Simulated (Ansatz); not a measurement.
Species: CH$_{2}$N$_{2}$, SMILES `C(N)#N` with one electron removed (charge 1, multiplicity 2), formula CH2N2.

Q: How many basis functions does frozen-core CCSD(T)/cc-pVTZ // r2SCAN-D4/def2-TZVP (Ansatz, a first-principles code) use, how many core orbitals are frozen, and how many electrons are correlated?

A: 118 basis functions and 3 frozen orbitals, which leaves 15 correlated electrons. Core time is of the order of seconds.
